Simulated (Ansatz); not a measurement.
Basis-set extrapolation for F2H4OSi2, SMILES `O[Si](F)(F)[SiH3]` (PBE0-D4/def2-TZVP geometry, frozen core, Ansatz 0.2.0). Multiplicity 1, RHF reference.

```
                     cc-pV(T+d)Z  cc-pV(Q+d)Z
                 HF  -854.276613  -854.310445
    MP2 correlation    -0.981420    -1.067746
CCSD(T) correlation    -1.042141    -1.126108
```

Energies in hartree. Use E(X) = E(∞) + A·exp(−5.46·√X) for Hartree–Fock and E(X) = E(∞) + B·X^(−3.05) for correlation, with X = 3 and 4.

Task: What is the CCSD(T) energy at the basis-set limit?

Result: HF limit: -854.310445 + (-0.033832) × 0.30130 = -854.32064. Correlation limit: -1.126108 + (-0.083967) × 0.71189 = -1.18588. Total: -855.50652 hartree, 493.0 kJ/mol below CCSD(T)/cc-pV(T+d)Z.
